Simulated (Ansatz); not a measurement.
Stepwise reaction of `F[SiH2][NH][GeH3]` with hydrogen chloride, as a gas-phase model of exchange steps in deposition or etching. ΔE in kJ/mol.

Program: Ansatz. Geometries: PBE0-D4/def2-TZVP. ΔE: electronic, gas phase. CCSD(T)/CBS is the MP2 limit (def2-TZVPP, def2-QZVPP) plus CCSD(T) − MP2 in def2-TZVPP, frozen cores. This one scheme is used for every species. DFT in def2-TZVPP. B3LYP here is the variant with VWN-RPA as its local correlation; programs differ in this. For Ge outer-core shells are correlated without core-valence functions, which leaves a few kJ/mol of doubt a bond. Scalar relativity is left out up to krypton. Each species was taken in one conformer, which may not be the lowest.

| step | reaction | PBE-D4 | B3LYP-D4 | ωB97M-V | CCSD(T)/CBS |
| --- | --- | --- | --- | --- | --- |
| 1 | `F[SiH2][NH][GeH3]` + HCl → `F[SiH](Cl)[NH][GeH3]` + H₂ | -90.2 | -88.9 | -91.5 | -89.7 |

Problem. Give the row of step 2, `F[SiH](Cl)[NH][GeH3]` + HCl → `F[SiH](Cl)[NH][GeH2][Cl]` + H₂. (Best estimate.)

Solution. Computed: 
```
step                                                        reaction  PBE-D4  B3LYP-D4  ωB97M-V  CCSD(T)/CBS
   2  `F[SiH](Cl)[NH][GeH3]` + HCl → `F[SiH](Cl)[NH][GeH2][Cl]` + H₂   -64.3     -65.6    -64.1        -62.6
```

Problem. By hand: ΔE of the 2 steps together at CCSD(T)/CBS.

Solution. (-89.7) + (-62.6) = -152.3 kJ/mol, or -76.2 kJ/mol a step.

In ΔE each step is higher than the one before. All are downhill at CCSD(T)/CBS. PBE-D4 differs from CCSD(T)/CBS by -1.7 to -0.5 kJ/mol a step. Only this route is followed, and other bonds may react first. Isolated molecules leave out the surface, adducts and barriers. Largest T1 diagnostic: 0.012.
